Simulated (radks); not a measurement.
Species: Hg. Configuration: [Xe] 4f14 5d10 6s1 5f1 (not the ground configuration).

All-electron calculation, non-relativistic Kohn-Sham, LDA (Slater exchange, Perdew-Wang correlation), spin-polarised, spherical densities, point nucleus; open shells are filled with parallel spins first (spin-orbit coupling, left out, can overturn this in heavy ions); relativity is left out, which matters for an element this heavy. Program: a radial shooting solver on a logarithmic mesh with Libxc functionals.

Energy parts (hartree):
| part | energy |
|---|---|
| total | -18403.9505 |
| kinetic | 18397.8388 |
| electron-nucleus | -43817.5636 |
| Hartree | 7355.8922 |
| exchange-correlation | -340.1178 |

Orbitals (lengths in bohr, moments of r in powers of bohr; <r^-3> diverges for s and p1/2; r(max) is where P^2 peaks):
orbital  occ.  eigenvalue (hartree)      <r^2>     <r^-3>   r(max)      <r>
1s up       1             -2755.264  0.0004789          -  0.01257  0.01893
1s down     1             -2755.264  0.0004789          -  0.01257  0.01893
2s up       1             -461.5183   0.007442          -  0.06828  0.07970
2s down     1             -461.5182   0.007442          -  0.06828  0.07970
2p up       3             -444.0885   0.005485      18130  0.05292  0.06732
2p down     3             -444.0883   0.005485      18130  0.05292  0.06732
3s up       1             -108.8380    0.04599          -   0.1865   0.2010
3s down     1             -108.8377    0.04599          -   0.1865   0.2010
3p up       3             -100.5681    0.04229       3961   0.1753   0.1913
3p down     3             -100.5678    0.04229       3961   0.1753   0.1913
3d up       5             -85.08540    0.03252      707.3   0.1375   0.1669
3d down     5             -85.08518    0.03252      707.3   0.1375   0.1669
4s up       1             -23.46328     0.2196          -   0.4151   0.4416
4s down     1             -23.46276     0.2196          -   0.4151   0.4416
4p up       3             -19.87654     0.2248      941.6   0.4139   0.4451
4p down     3             -19.87601     0.2248      941.6   0.4139   0.4451
4d up       5             -13.25955     0.2354      149.1   0.4057   0.4517
4d down     5             -13.25900     0.2354      149.1   0.4057   0.4517
4f up       7              -4.35065     0.2670      32.97   0.3607   0.4716
4f down     7              -4.35007     0.2670      32.97   0.3607   0.4715
5s up       1              -3.66507      1.122          -   0.9135   0.9997
5s down     1              -3.66384      1.121          -   0.9136   0.9994
5p up       3              -2.50414      1.329      164.7   0.9662    1.084
5p down     3              -2.50223      1.326      165.0   0.9662    1.083
5d up       5              -0.69447      2.475      15.32    1.152    1.449
5d down     5              -0.68687      2.431      15.53    1.150    1.438
5f up       1              -0.01704      312.5  0.0004388    15.84    16.94
5f down     0              -0.01239      355.3  0.0003644    16.74    18.03
6s up       1              -0.40952      8.954          -    2.422    2.817
6s down     0              -0.38212      9.041          -    2.408    2.825

The highest occupied level is 5f up at -0.464 eV. The configuration is held as typed, so some empty levels lie below it. The spin density at the nucleus is 19.68 e/bohr^3 (1s 0.04, 2s 0.01, 3s 0.01, 4s -0.02, 5s -0.08, 6s 19.71). The density falls to 0.001 e/bohr^3 at r = 4.01 bohr. Spin moment in Bohr magnetons: 2. Summed over all electrons, <r^2> = 364.8 bohr^2, which gives a Langevin (diamagnetic) susceptibility term of -289 x 10^-6 cm^3/mol. Virial ratio -V/T = 2.00033. The electron density at the nucleus is 3.67e+05 e/bohr^3.
